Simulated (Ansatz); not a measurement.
Isolated molecules relaxed with PBE0-D4/def2-TZVP in Ansatz; ΔE leaves out vibrations. CBS: MP2 limit from def2 TZ/QZ plus the TZ coupled-cluster correction, frozen cores. DFT in def2-TZVPP. B3LYP here is the variant with VWN-RPA as its local correlation; programs differ in this. For Ge outer-core shells are correlated without core-valence functions, which leaves a few kJ/mol of doubt a bond. Scalar relativity is left out up to krypton. One conformer a species, not always the lowest.

Consider the ligand exchange at the Si–C bond: `BOC[SiH2]Cl` + `[NH2][GeH2][Cl]` → `Cl[SiH2][NH][GeH2][Cl]` + `BOC`.

```csv
level,ΔE (kJ/mol),difference from CCSD(T)/CBS
ωB97M-V,-80.5,3.1
PBE,-70.5,13.1
r2SCAN,-78.7,4.9
B3LYP,-78.6,5.0
HF/def2-TZVPP,-91.0,-7.4
MP2/def2-TZVPP,-87.0,-3.4
SCS-MP2/def2-TZVPP,-87.2,-3.6
CCSD/def2-TZVPP,-84.6,-1.0
HF/def2-QZVPP,-92.0,-8.4
SCS-MP2/def2-QZVPP,-87.4,-3.8
CCSD(T)/CBS,-83.6,0
```

Largest T1 diagnostic among the species: 0.014.

The D4 term adds −3.2 kJ/mol with B3LYP and −1.8 kJ/mol with PBE0; it sums over pairs of atoms, weighted by their polarisabilities, and B3LYP, whose exchange is more repulsive, gets the larger term. In def2-TZVPP, CCSD(T) changes the Hartree–Fock value by +7.3 kJ/mol (the triples alone add +0.9 kJ/mol) and MP2 by +4.0 kJ/mol. From PBE to PBE0 (25 % exact exchange), in def2-TZVPP and without D4, ΔE moves by −5.3 kJ/mol.
